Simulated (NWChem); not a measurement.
Species: LiOH; SMILES [Li][OH]

```xyz
3

Li    -0.7681    -0.7187    -0.6607
O      0.1917     0.1794     0.1649
H      0.7808     0.7305     0.6716
```
Atoms are numbered in this order, from 1.

Program: NWChem. The geometry was optimised at PBE0/def2-SVP. GIAO values for the isolated, static molecule; σ is the absolute isotropic shielding.

Question: Order these runs by computing time, cheapest first, and give rough ratios: B3LYP/pcSseg-0; B3LYP/pcSseg-2; B3LYP/pcSseg-3.

Answer: B3LYP/pcSseg-0 (1), B3LYP/pcSseg-2 (5), B3LYP/pcSseg-3 (50). Ratios are rough, from one shared machine; the cheapest took around 2.8 core-seconds (rough). What differs between the cheapest and the dearest: σ Li1 (ppm) 89.4 → 88.4; σ O2 (ppm) 319.6 → 307.3; σ H3 (ppm) 32.94 → 32.84.
